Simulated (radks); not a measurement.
The phosphorus ion P4+, 11 electrons, occupied as [Ne] 3s1 (the NIST ground configuration). All-electron calculation, Dirac Kohn-Sham, LDA (Slater exchange, Perdew-Wang correlation), spin-unpolarised, spherical densities, finite nucleus; Fermi nuclear charge, rms radius 3.1889 fm. Program: a radial shooting solver on a logarithmic mesh with Libxc functionals.

Unscreened Slater integrals over Kohn-Sham orbitals (eV). Large and small components are both included.

F0(3s1/2,3s1/2): 15.338
F0(3s1/2,2p3/2): 20.232
G1(3s1/2,2p3/2): 1.7303
F0(3s1/2,2p1/2): 20.242
G1(3s1/2,2p1/2): 1.7295
F0(3s1/2,2s1/2): 20.043
G0(3s1/2,2s1/2): 1.3783
F0(2p3/2,2p3/2): 51.820
F2(2p3/2,2p3/2): 23.892
F0(2p3/2,2p1/2): 51.941
G2(2p3/2,2p1/2): 23.905
F0(2p3/2,2s1/2): 49.239
G1(2p3/2,2s1/2): 29.223
F0(2p1/2,2p1/2): 52.062
F0(2p1/2,2s1/2): 49.336
G1(2p1/2,2s1/2): 29.220
F0(2s1/2,2s1/2): 47.542
